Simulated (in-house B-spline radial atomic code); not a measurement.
A fraction x of an electron is moved 4f → 5f in Gd²⁺, starting from [Xe] 4f7 5d1 and keeping the highest spin. Level of theory: scalar-relativistic (X2C) Hartree-Fock with fractional occupations, spin-polarised, spherical fractional occupations, Fermi nucleus of rms radius 5.1569 fm; calculated with a B-spline radial code for spherical atoms.

Caution: exact exchange at fractional occupations of open shells leaves self-interaction of up to several eV.

| x | E(x) - E(0) (eV) | 4f up level (eV) | 5f up level (eV) |
| --- | --- | --- | --- |
| 0 | 0.0000 | -37.008 | - |
| 0.125 | 4.2695 | -38.365 | -3.605 |
| 0.25 | 8.6899 | -39.718 | -3.754 |
| 0.375 | 13.2603 | -41.066 | -3.905 |
| 0.5 | ? | ? | ? |
| 0.625 | 22.8469 | -43.737 | -4.212 |
| 0.75 | 27.8605 | -45.057 | -4.366 |
| 0.875 | ? | ? | ? |
| 1 | 38.3209 | -47.663 | -4.680 |

Task: What belongs in the row x = 0.5?

Result: An energy change of 17.9797 eV; 4f up at -42.406 eV, 5f up at -4.058 eV.

Task: What belongs in the row x = 0.875?

Result: An energy change of 33.0191 eV; 4f up at -46.366 eV, 5f up at -4.523 eV.

Task: Check Janak's theorem between x = 0.125 and 0.25.

Result: The slope of the energy is 35.36 eV; the orbital levels give 35.36 eV (ε of the receiving orbital less ε of the emptying one, averaged over the two points).
